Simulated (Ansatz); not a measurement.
```yaml
crystal:
  periodic: [false, false, false]
  atoms:
    - {symbol: O, position_ang: [-0.629601, 2.648495, 1.012284]}
    - {symbol: Al, position_ang: [-0.288444, 1.216259, 0.516178]}
    - {symbol: Si, position_ang: [0.157226, -0.848307, 1.287032]}
    - {symbol: N, position_ang: [0.305498, -1.292360, -0.228360]}
    - {symbol: Sn, position_ang: [0.050239, 0.017217, -1.595996]}
    - {symbol: H, position_ang: [-0.773682, 3.351613, 0.504737]}
    - {symbol: H, position_ang: [1.293383, -1.010654, 2.046770]}
    - {symbol: H, position_ang: [-0.839916, -1.496023, 1.980270]}
    - {symbol: H, position_ang: [0.512268, -2.169764, -0.456587]}
    - {symbol: H, position_ang: [1.360358, 0.044088, -2.485424]}
    - {symbol: H, position_ang: [-1.087346, -0.512912, -2.561953]}
basis:
  gaussian: {orbitals: STO-3G, final_grid: {core_spheres: 1, valence_spheres: 1, degree: 1}}
hamiltonian: {xc: {name: PBE}}
output: {forces: true}
```

```sh
$ ansatz run in.yaml --threads 4 --pin off --events-out ev --progress --plain --max-ram 10444MiB
```

It prints (some lines left out):

```
Functional definition: PBE
788 factors; integrals over basis functions are off by at most 7.7e-5 eV
mean field evaluation 1: about -180180.5007 eV, gradient 3.8e1 eV
mean field evaluation 2: about -180163.4176 eV, gradient 8.6e1 eV
mean field evaluation 4: about -180185.1053 eV, gradient 3.0e0 eV
mean field evaluation 8: about -180136.9463 eV, gradient 8.3e1 eV
mean field evaluation 16: about -180185.2306 eV, gradient 7.9e0 eV
mean field evaluation 32: about -180120.7836 eV, gradient 7.7e1 eV
mean field evaluation 64: about -180184.7132 eV, gradient 4.4e0 eV
mean field -180187.08538368 eV, -6621.7532526572 hartree, gradient 2.4e-5 eV, S^2 0.000000; 4 other end points of the search recorded, 0 dependent functions left out
reference -180187.08538508 eV, -6621.7532527084 hartree; 49, 49 occupied and 12, 12 virtual orbitals, 788 factors
Total energy: -180187.08538508 eV, -6621.7532527084 hartree
Atom 0 at    -0.629601     2.648495     1.012284 Å, force    -0.195631     1.215941    -2.592868 eV/Å
Atom 1 at    -0.288444     1.216259     0.516178 Å, force    -0.085979    -0.243026     4.573469 eV/Å
Atom 2 at     0.157226    -0.848307     1.287032 Å, force    -1.921629     8.600286    -1.211218 eV/Å
Atom 3 at     0.305498    -1.292360    -0.228360 Å, force     5.673106   -22.945190   -14.562069 eV/Å
Atom 4 at     0.050239     0.017217    -1.595996 Å, force    -4.692979    17.950351    19.483033 eV/Å
Atom 5 at    -0.773682     3.351613     0.504737 Å, force    -0.331758     1.667463    -1.529554 eV/Å
Atom 6 at     1.293383    -1.010654     2.046770 Å, force     2.803573     1.554777    -1.665811 eV/Å
Atom 7 at    -0.839916    -1.496023     1.980270 Å, force    -3.095832     0.212136    -1.849003 eV/Å
Atom 8 at     0.512268    -2.169764    -0.456587 Å, force     0.768080    -4.359455     7.198334 eV/Å
Atom 9 at     1.360358     0.044088    -2.485424 Å, force    -1.069307    -2.191961    -3.975032 eV/Å
Atom 10 at    -1.087346    -0.512912    -2.561953 Å, force     2.148355    -1.461323    -3.869282 eV/Å
Dipole moment:     0.085592    -0.454438     0.569995 e Å
```

In this input the integration grid is far too coarse. The calculation finished and met its thresholds. The result belongs to that input, not to the molecule as meant.
